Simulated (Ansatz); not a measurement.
System: ZrH3F, charge 0, singlet. ZrH3F (SMILES [F][ZrH3]).
B3LYP-D3(BJ)/def2-TZVP minimum from Ansatz (a quantum-chemistry and plane-wave program):
```xyz
5

Zr    -0.2836    -0.0072    -0.0719
F      1.5463     0.0394     0.3918
H     -1.2661     0.7171     1.3198
H     -0.7778    -1.7682    -0.3570
H     -0.5292     0.9855    -1.6149
```

Total energies in hartree (Ansatz). UHF or UKS for unpaired electrons; spin-orbit terms are left out. Correlated methods leave the cores frozen (noble-gas shells, and filled d and f shells in the p block). Past Kr the def2 sets carry scalar-relativistic core potentials. For partners of very few electrons the exact lower level stands in for a higher one.

```tsv
species	HF/def2-TZVPP	CCSD(T)/def2-TZVPP	HF/def2-QZVPP	CCSD(T)/def2-QZVPP	CCSDT(Q)/def2-TZVPP
1: ZrH3F (SMILES [F][ZrH3])	-147.79556	-148.21084	-147.80544	-148.24949	-148.21179
2: Zr (triplet)	-46.44455	-46.50457	-46.44570	-46.50722	-46.50583
3: F (doublet)	-99.41180	-99.62506	-99.41589	-99.65118	-99.62536
4: H (doublet)	-0.49981	-0.49981	-0.49998	-0.49998	-0.49981
```

Q: Work out the atomisation energy (electronic, to ground-state atoms) in kcal/mol: take Hartree-Fock from def2-QZVPP, extrapolate the CCSD(T) correlation energy as X^-3 (X = 3, 4), and add CCSDT(Q) - CCSD(T) in def2-TZVPP. 1 hartree = 627.51 kcal/mol.

A: 
Species 1: correlation (64·(-0.44405) - 27·(-0.41528))/37 = -0.46504; step -0.00095; E1 = -147.80544 + (-0.46504) + (-0.00095) = -148.27143
Species 2: correlation (64·(-0.06152) - 27·(-0.06002))/37 = -0.06261; step -0.00126; E2 = -46.44570 + (-0.06261) + (-0.00126) = -46.50957
Species 3: correlation (64·(-0.23529) - 27·(-0.21326))/37 = -0.25137; step -0.00030; E3 = -99.41589 + (-0.25137) + (-0.00030) = -99.66756
Species 4: correlation (64·(0.00000) - 27·(0.00000))/37 = 0.00000; step +0.00000; E4 = -0.49998 + (0.00000) + (+0.00000) = -0.49998
-1·E1 +1·E2 +1·E3 +3·E4 = 0.59436 hartree = 373.0 kcal/mol.
